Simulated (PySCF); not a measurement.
O4Rh, charge +1, multiplicity 1. Atoms are numbered in the order given.

```xyz
5

Rh     0.0000     0.0000     0.0000
O      0.9824     0.9824     0.9824
O     -0.9824     0.9824    -0.9824
O     -0.9824    -0.9824     0.9824
O      0.9824    -0.9824    -0.9824
```
Charge +1, spin multiplicity 1.

Geometry: PBE-D3(BJ)/def2-SVP. The multiplicity is an assumed one; other spin states were not compared. The def2 effective core potentials stand for the cores of Rh; spin–orbit coupling is left out.

All values below come from PySCF with PBE-D3(BJ)/def2-SVP.

Frequencies are harmonic and unscaled.

Modes within 1.5 cm⁻¹ of each other (mostly degenerate sets) share a row, with their intensities summed.

| mode | ν (cm⁻¹) | IR (km/mol) | moving atoms (share of kinetic energy) |
|---|---|---|---|
| 1–2 | 312 | 0.0 | O 100 % |
| 3–5 | 333 | 5.2 | O 79 %, Rh 21 % |
| 6 | 863 | 0.0 | O 100 % |
| 7–9 | 907 | 48.1 | O 82 %, Rh 18 % |
